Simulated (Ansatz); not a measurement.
BClH₂SSi, SMILES `ClB1[SiH2]S1`. The species carries charge 0 and has multiplicity 1. The structure was optimised at the PBE0-D4/def2-TZVP level.

```xyz
6

Cl   -1.581    2.179   -0.604
B    -0.469    0.878   -0.418
Si    0.220   -0.685    0.476
S     0.952    0.323   -1.314
H    -0.277   -2.060    0.235
H     1.155   -0.635    1.624
```

(1) What is the dipole moment at B3LYP/def2-TZVPP? (Best estimate.)

(2) And with PBE, r2SCAN, ωB97M-V? (Estimate.)

(3) Give the Mulliken charges with B3LYP, r2SCAN, ωB97M-V in def2-TZVPP. (Best estimate.)

## Answers

(1) The calculation gave: 1.30 D, with components (0.07, -0.94, 0.89) D in this frame, pointing from negative to positive charge.

(2) Ansatz gave: PBE 1.08 D, r2SCAN 1.19 D, ωB97M-V 1.34 D.

(3) Ansatz gave: 
```json
{"atom": "Cl1", "B3LYP": "-0.10", "r2SCAN": "-0.10", "ωB97M-V": "-0.08"}
{"atom": "B2", "B3LYP": "0.26", "r2SCAN": "0.18", "ωB97M-V": "0.18"}
{"atom": "Si3", "B3LYP": "0.10", "r2SCAN": "0.17", "ωB97M-V": "0.05"}
{"atom": "S4", "B3LYP": "-0.18", "r2SCAN": "-0.15", "ωB97M-V": "-0.14"}
{"atom": "H5", "B3LYP": "-0.04", "r2SCAN": "-0.05", "ωB97M-V": "0.00"}
{"atom": "H6", "B3LYP": "-0.04", "r2SCAN": "-0.05", "ωB97M-V": "0.00"}
```

B3LYP here is the variant with VWN-RPA as its local correlation; programs differ in this.
